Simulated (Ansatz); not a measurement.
`CB(F)CO` + H₂ → `CB(C)F` + H₂O at 600 K and 1 bar (hydrogenolysis of a C–O bond).

Program: Ansatz. Geometries: PBE0-D4/def2-TZVP. ΔE: electronic, gas phase. CBS: MP2 limit from def2 TZ/QZ plus the TZ coupled-cluster correction, frozen cores. This one scheme is used for every species. One conformer a species, not always the lowest.

| species | CCSD(T)/CBS energy (Eh) | H − E (kJ/mol) | S (J/(mol·K)) |
| --- | --- | --- | --- |
| `CB(F)CO` | -279.53710 | 282.5 | 424.5 |
| H₂ | -1.17544 | 43.9 | 150.8 |
| `CB(C)F` | -204.38401 | 260.4 | 388.7 |
| H₂O | -76.37941 | 76.8 | 212.8 |

H − E and S are ideal-gas, rigid-rotor, harmonic terms from PBE0-D4/def2-TZVP, for one conformer and one mirror image of each species. For small species the MP2-based limit differs from directly extrapolated CCSD(T) by up to some mEh (0.8 for H₂); such offsets cancel only in part. 1 Eh = 2625.50 kJ/mol, R = 8.31446 J/(mol·K).

Question: By hand: ΔE, ΔH, ΔS and ΔG.

Answer: ΔE = (-204.38401) + (-76.37941) − (-279.53710) − (-1.17544) = -0.05088 Eh = -133.6 kJ/mol. Δ(H − E) = 260.4 + 76.8 − 282.5 − 43.9 = 10.8, so ΔH = -122.8 kJ/mol. ΔS = 388.7 + 212.8 − 424.5 − 150.8 = 26.2 J/(mol·K). ΔG = -122.8 − 600 × (26.2)/1000 = -138.5 kJ/mol.

Question: By hand: the equilibrium constant, and the temperature at which ΔG would vanish if ΔH and ΔS stayed fixed.

Answer: log₁₀ K = −ΔG/(RT ln 10) = 12.1. ΔH and −TΔS have one sign here, so there is no such temperature.

ΔH outweighs TΔS. A doubt of 5 kJ/mol in ΔE shifts log₁₀ K by 0.4 here. Other conformers and mirror images would add mixing entropy, several J/(mol·K) or more a flexible species. Modes under 60 cm⁻¹, often nearly free rotors, make the harmonic entropy too high. These are equilibria of isolated gas molecules and say nothing of rates. Largest T1 diagnostic: 0.011 (customary marks: 0.02 for closed shells, 0.045 for open ones).
